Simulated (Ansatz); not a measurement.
Consider the cleavage of the Si–Ga bond: `[BH2][GaH][SiH2]C` + `OB(O)O` → `C[SiH2]OB(O)O` + `[BH2][GaH2]`.

Computed with Ansatz on PBE0-D4/def2-TZVP structures; ΔE is electronic, products minus reactants. CBS: MP2 limit from def2 TZ/QZ plus the TZ coupled-cluster correction, frozen cores. This one scheme is used for every species. DFT in def2-TZVPP. For Ga outer-core shells are correlated without core-valence functions, which leaves a few kJ/mol of doubt a bond. Scalar relativity is left out up to krypton. One conformer a species, not always the lowest.

CCSD(T)/CBS gives -18.9 kcal/mol.

Problem. Another level gave -20.0 kcal/mol. Which?
A. ωB97X-V/def2-TZVPP
B. r2SCAN/def2-TZVPP
C. SCS-MP2/def2-TZVPP
D. PBE-D4/def2-TZVPP

Solution. A. ωB97X-V -20.0, SCS-MP2/def2-TZVPP -21.2, PBE-D4 -13.5, r2SCAN -18.0 kcal/mol.

Largest T1 diagnostic among the species: 0.014.

In def2-TZVPP, CCSD(T) changes the Hartree–Fock value by +6.3 kcal/mol (the triples alone add +0.8 kcal/mol) and MP2 by +5.3 kcal/mol. From PBE to PBE0 (25 % exact exchange), in def2-TZVPP and without D4, ΔE moves by −2.1 kcal/mol.
